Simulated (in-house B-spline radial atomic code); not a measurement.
## P⁵⁺: [He] 2s1 2p6 3d1 (an excited or competing configuration)

Method: non-relativistic HSE06, spin-polarised, spherical fractional occupations, exact exchange averaged over the configuration, point nucleus. Calculated with a radial B-spline atomic code at the basis-set limit.

Z_r = [3n² - l(l+1)]/(2<r>); Z_e = n√(-2ε); the last column is Slater's effective charge. Values are occupation-weighted means over spin.

```tsv
shell	electrons	ε (eV)	<r> (bohr)	Z_r	Z_e	Slater
1s	2	-2214.4	0.1038	14.44	12.76	14.70
2s	1	-279.6	0.505	11.88	9.07	11.20
2p	6	-227.53	0.4638	10.78	8.18	11.20
3d	1	-53.099	1.584	6.63	5.93	6.00
```

The least bound orbital is 3d up at -53.1 eV, and it is also the most diffuse (<r> = 1.584 bohr). The part-filled 2s shell lies below the filled 2p shell in orbital energy.
